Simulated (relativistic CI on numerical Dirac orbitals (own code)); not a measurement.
Spin-allowed bands of a d8 ion in an octahedral site, by hand

Problem. Take Δ = 7540 cm⁻¹ and B = 580 cm⁻¹ for a d8 ion in an octahedral site. Calculate the three spin-allowed bands.

Working.
1. The terms of highest spin are 3F (energy 0) and 3P (15B = 8700 cm⁻¹). Here the F term splits into A2 at −1.2Δ = -9048, T2 at −0.2Δ = -1508 and T1 at +0.6Δ = 4524 cm⁻¹.
2. The two T1 states mix through the element 0.4Δ: H = [[4524, 3016], [3016, 8700]], with roots ½(H₁₁ + H₂₂) ∓ ½√[(H₂₂ − H₁₁)² + 4H₁₂²] = ½(13224) ∓ ½(7336) = 2944 and 10280 cm⁻¹.
3. The ground term is 3A2 at -9048 cm⁻¹.
4. Bands: 3T2 7540 cm⁻¹ (1326 nm), 3T1(F) 11992 cm⁻¹ (834 nm), 3T1(P) 19328 cm⁻¹ (517 nm).

Check. Exact diagonalisation of the whole d8 shell with these parameters gives 3T2 7540, 3T1 11992, 3T1 19328 cm⁻¹. The match is exact, since without spin-orbit coupling no other term has this spin. The ratio of the second band to the first, 1.590, depends on Δ/B = 13.0 alone, which is how a Tanabe-Sugano diagram is read.
